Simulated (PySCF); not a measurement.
Spectra and structures to be paired. The calculation used TDDFT wB97X-D/def2-SVPD, vertical, gas phase, core orbitals frozen in the response (PySCF). Geometries: GFN2-xTB; one conformer of each isolated species. Triplets are in the Tamm–Dancoff approximation. Ions are computed without counter-ions or solvent.

A. `S(=O)(Cl)(=O)F`
B. `C=C[Si@@H]([NH3+])P`
C. `CCN1C=PC(Cl)=C1`
D. `C(c1nsnc1)C=C`
E. `CO[Si](C)(C)OC`

Lowest singlet levels (six at most, fewer where fewer were computed) with oscillator strengths:

1. 209 nm (f 0.038); 189 nm (f 0.182); 188 nm (f 0.005); 181 nm (f 0.084); 169 nm (f 0.145); 167 nm (f 0.071); T1 4.34 eV
2. 225 nm (f 0.016); 224 nm (f 0.095); 199 nm (f 0.015); 197 nm (f 0.162); 195 nm (f 0.010); 192 nm (f 0.015); T1 3.71 eV
3. 164 nm (f 0.018); 156 nm (f 0.003); 148 nm (f 0.009); 147 nm (f 0.042); 146 nm (f 0.020); 143 nm (f 0.018); T1 7.41 eV
4. 242 nm (f 0.000); 225 nm (f 0.253); 204 nm (f 0.008); 195 nm (f 0.000); 184 nm (f 0.024); 183 nm (f 0.035); T1 3.97 eV
5. 213 nm (f 0.002); 200 nm (f 0.002); 188 nm (f 0.000); 163 nm (f 0.000); 155 nm (f 0.166); 154 nm (f 0.000); T1 5.15 eV

Question: Match each spectrum to its molecule.

Answer: 1 = B, 2 = C, 3 = E, 4 = D, 5 = A.
- A: S1 at 5.81 eV, HOMO→LUMO (97%); Löwdin shares by element: HOMO chlorine 50%, oxygen 48%; LUMO chlorine 46%, sulfur 26%, fluorine 10%, oxygen 9% or more; HOMO -12.22 and LUMO -1.07 eV; point group Cs, 3 of its 6 listed states under f = 0.0005.
- B: S1 at 5.94 eV, HOMO→LUMO (83%); Löwdin shares by element: HOMO phosphorus 61%, silicon 13%, hydrogen 12% or more; LUMO carbon 33%, silicon 25%, phosphorus 9% (atoms not listed hold the other 32%); HOMO -13.91 and LUMO -3.72 eV.
- C: S1 at 5.50 eV, HOMO-1→LUMO (82%), HOMO→LUMO+2 (10%); Löwdin shares by element: HOMO phosphorus 38%, carbon 32% or more, nitrogen 14% (atoms not listed hold the other 17%); LUMO carbon 36% or more, phosphorus 35%, nitrogen 14%; HOMO -8.37 and LUMO 1.23 eV.
- D: S1 at 5.12 eV, HOMO-2→LUMO (96%); Löwdin shares by element: HOMO carbon 38% or more, sulfur 31% (atoms not listed hold the other 31%); LUMO nitrogen 44%, sulfur 23%, carbon 12% or more (atoms not listed hold the other 21%); HOMO -9.42 and LUMO 0.18 eV.
- E: S1 at 7.54 eV, HOMO→LUMO (85%); Löwdin shares by element: HOMO oxygen 35%, carbon 32% or more (atoms not listed hold the other 34%); LUMO carbon 30% or more, silicon 17% (atoms not listed hold the other 52%); HOMO -9.50 and LUMO 2.07 eV.
A and B have S1 within 0.13 eV of each other; their strongest listed levels stand at 8.00 eV (f 0.166) and 6.57 eV (f 0.182).
